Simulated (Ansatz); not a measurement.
C3H9FSi (`FCCC[SiH3]`) from Hartree–Fock to CCSD(T)

```tsv
atom	x (Å)	y (Å)	z (Å)
F1	-2.267	0.929	1.033
C2	-0.968	1.019	1.507
C3	-0.091	-0.002	0.826
C4	0.008	0.201	-0.683
Si5	1.051	-1.096	-1.548
H6	-1.001	0.855	2.589
H7	-0.618	2.038	1.311
H8	-0.480	-1.000	1.052
H9	0.902	0.056	1.287
H10	-0.994	0.189	-1.123
H11	0.429	1.188	-0.905
H12	0.482	-2.453	-1.321
H13	2.441	-1.082	-1.013
H14	1.105	-0.841	-3.013
```

Total charge 0; spin multiplicity 1. Geometry: relaxed with PBE0-D4/def2-TZVP. It is one conformer, not always the lowest. Frozen core, restricted reference, Ansatz 0.2.0. CBS rows extrapolate triple and quadruple zeta; past MP2 they add the triple-zeta difference.

| basis | HF (Eh) | MP2 corr. | CCSD corr. | (T) | CCSD(T) total |
| --- | --- | --- | --- | --- | --- |
| def2-TZVPP | -507.31055 | ? | ? | ? | ? |
| def2-QZVPP | -507.32960 | -0.96806 | – | – | – |
| CBS(def2) | ? | -1.01735 | -1.07321 | as TZ | ? |

Problem. Fill in the withheld values. (An estimate is asked.)

Solution. The calculation gave: def2-TZVPP MP2 corr.: -0.90151; def2-TZVPP CCSD corr.: -0.95737; def2-TZVPP (T): -0.03343; def2-TZVPP CCSD(T) total: -508.30135; CBS(def2) HF (Eh): -507.33222; CBS(def2) CCSD(T) total: -508.43886.
